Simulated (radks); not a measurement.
Values are calculated unless marked as measured or tabulated.
Pm I, configuration [Xe] 4f5 6s2 (the NIST ground configuration). Level of theory: scalar-relativistic Kohn-Sham, PBE, spin-polarised, spherical densities, finite nucleus; open shells are filled with parallel spins first (spin-orbit coupling, left out, can overturn this in heavy ions); Fermi nuclear charge, rms radius 4.962 fm; hard spherical wall at 5 bohr (a radial shooting solver on a logarithmic mesh with Libxc functionals).

Normalised radial functions P(r) = r R(r), r in bohr:

r	5p up	4f up
0.003284	0.0061	0.0000
0.003763	0.0077	0.0000
0.004311	0.0097	0.0000
0.004979	0.0124	0.0000
0.005704	0.0156	0.0000
0.006535	0.0195	0.0000
0.007547	0.0247	0.0000
0.008647	0.0308	0.0000
0.009907	0.0381	0.0000
0.01135	0.0470	0.0000
0.01311	0.0583	0.0001
0.01502	0.0710	0.0001
0.0172	0.0856	0.0002
0.01987	0.1031	0.0003
0.02276	0.1215	0.0004
0.02608	0.1409	0.0007
0.02988	0.1607	0.0011
0.03451	0.1803	0.0019
0.03954	0.1957	0.0030
0.04529	0.2053	0.0047
0.05231	0.2059	0.0076
0.05993	0.1939	0.0118
0.06866	0.1668	0.0181
0.07866	0.1223	0.0273
0.09085	0.0560	0.0417
0.1041	-0.0219	0.0612
0.1192	-0.1083	0.0882
0.1377	-0.1971	0.1271
0.1578	-0.2639	0.1757
0.1808	-0.2981	0.2375
0.2071	-0.2856	0.3132
0.2392	-0.2127	0.4081
0.274	-0.0902	0.5090
0.3139	0.0687	0.6164
0.3626	0.2448	0.7298
0.4154	0.3804	0.8281
0.4759	0.4490	0.9086
0.5452	0.4246	0.9625
0.6297	0.2901	0.9846
0.7214	0.0775	0.9713
0.8265	-0.1828	0.9278
0.9545	-0.4608	0.8553
1.094	-0.6809	0.7698
1.253	-0.8273	0.6749
1.435	-0.8847	0.5768
1.658	-0.8517	0.4752
1.899	-0.7514	0.3861
2.176	-0.6124	0.3070
2.513	-0.4544	0.2356
2.879	-0.3175	0.1795
3.298	-0.2039	0.1315
3.779	-0.1162	0.0878
4.364	-0.0492	0.0435
5	0.0000	0.0000

5p up: eigenvalue -18.987 eV, 3 radial nodes at r = 0.100, 0.297, 0.752 bohr, <r> = 1.70 bohr, 90 % of the charge inside 2.51 bohr. 4f up: eigenvalue 1.428 eV, 0 radial nodes, <r> = 1.04 bohr, 90 % of the charge inside 1.85 bohr.
